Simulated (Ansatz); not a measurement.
An input meant for the cluster GeS2⁺ (charge 1, doublet).

```yaml
crystal:
  periodic: [false, false, false]
  atoms:
    - {symbol: Ge, position_ang: [0.003807, -1.302684, -1.481567]}
    - {symbol: S, position_ang: [-0.296193, -1.302684, -1.481567]}
    - {symbol: S, position_ang: [0.296125, 1.302730, 1.481548]}
basis:
  gaussian: {orbitals: 6-31G}
total_charge: 1
magnetization: {spin_polarized: true, initial_magnetization: 1}
hamiltonian: {xc: {name: r2SCANh}}
output: {forces: true}
```

```sh
$ ansatz run in.yaml --threads 4 --pin off --events-out ev --progress --plain --max-ram 3916MiB
```

It prints (some lines left out):

```
Functional definition: r2SCANh
565 factors; integrals over basis functions are off by at most 1.6e-4 eV
mean field evaluation 1: about -73803.9115 eV, gradient 8.4e1 eV
mean field evaluation 2: about -73777.7154 eV, gradient 5.3e1 eV
mean field evaluation 4: about -73740.3904 eV, gradient 5.4e1 eV
mean field evaluation 8: about -73813.2157 eV, gradient 4.5e-1 eV
mean field evaluation 16: about -73813.3338 eV, gradient 1.0e-5 eV
mean field evaluation 32: about -73813.3315 eV, gradient 1.4e-1 eV
mean field evaluation 64: about -73813.0938 eV, gradient 3.4e0 eV
mean field evaluation 96: about -73812.7362 eV, gradient 3.0e0 eV
a density is far from that of the atoms, so the factors are made again for it
641 factors; integrals over basis functions are off by at most 1.6e-4 eV
mean field -73813.33388052 eV, -2712.5899876346 hartree, gradient 4.7e-6 eV, S^2 1.746603; 0 other end points of the search recorded, 0 dependent functions left out
reference -73813.33389183 eV, -2712.5899880499 hartree; 32, 31 occupied and 23, 24 virtual orbitals, 641 factors
Total energy: -73813.33389183 eV, -2712.5899880499 hartree
Atom 0 at     0.003807    -1.302684    -1.481567 Å, force 35771.795277     0.344615     0.391928 eV/Å
Atom 1 at    -0.296193    -1.302684    -1.481567 Å, force -35771.785748    -0.128157    -0.145753 eV/Å
Atom 2 at     0.296125     1.302730     1.481548 Å, force    -0.009529    -0.216458    -0.246176 eV/Å
Dipole moment:    -0.856781    -0.435949    -0.495801 e Å
```

**Question.** Something in this input is off. What?

**Answer.** One atom was put on top of another. The run converged. The result belongs to that input, not to the species as meant. The charge 1 doublet is spin-contaminated (final ⟨S²⟩ up to 1.75, 0.75 for a pure state).
